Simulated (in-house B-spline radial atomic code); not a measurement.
# B97-1 excitations of Ba²⁺

Method: B97-1. Computed with a B-spline radial code for spherical atoms: linear response of the closed shell [Kr] 4d10 5s2 5p6 with the functional's adiabatic kernel; scalar-relativistic (spin-free one-electron X2C), finite nucleus, no spin-orbit coupling, no double excitations, S, P, D and F terms only; shells from n = 3 respond. Only terms of natural parity with L up to 3 were computed.

Spin-orbit coupling is strong here, so these LS terms don't match observed levels.

Command:
```bash
python run_td.py task.json out
```
Settings (radii: box in bohr, nucleus in fm):
```
Z                        56
electrons                54
configuration            [Kr] 4d10 5s2 5p6
hamiltonian              x2c
method                   b97_1
box_radius               29.48
rms_radius               4.8378
intervals                73
```

Time taken, with all properties: 5.9 s on 1 thread of Arm Neoverse N1, on a shared host.

The lowest states, in the order of their Tamm-Dancoff energies; the method's threshold (minus the highest occupied level) is 32.20 eV. Labels give the largest channel, * marks a mixed state, and oscillator strengths are full-response dipole values. Semilocal kernels can invert the small singlet-triplet splittings of Rydberg terms. Energies in eV:

| state | full response | Tamm-Dancoff | oscillator strength |
| --- | --- | --- | --- |
| 5p → 5d 3P | ? | ? | - |
| 5p → 5d 3F | 17.400 | 17.481 | - |
| 5p → 5d 1F | 18.431 | 18.444 | - |
| 5p → 6s 3P | 18.946 | 18.958 | - |
| 5p → 6s 1P | 19.157 | 19.172 | 0.453 |
| 5p → 4f 3D | ? | ? | - |
| 5p → 6p 3S | 21.967 | 21.988 | - |
| 5p → 5d 1P | 21.687 | 22.244 | 4.63 |
| 5p → 6p 1D* | 22.293 | 22.315 | - |
| 5p → 6p 3D | 22.314 | 22.324 | - |

Problem. Where does 5p → 4f 3D lie?

Solution. At 20.118 eV in full response, 20.173 eV in Tamm-Dancoff.

Problem. Where does 5p → 5d 3P lie?

Solution. At 17.176 eV in full response, 17.235 eV in Tamm-Dancoff.

Problem. How large is the singlet-triplet splitting of 5p → 5d (F terms) in Tamm-Dancoff?

Solution. 0.963 eV, from the unrounded values.

Problem. What polarisabilities and dispersion coefficient does the method give?

Solution. Dipole 10.69 bohr³, quadrupole 46.9 bohr⁵, C6 78.78 hartree·bohr⁶ for two such species.
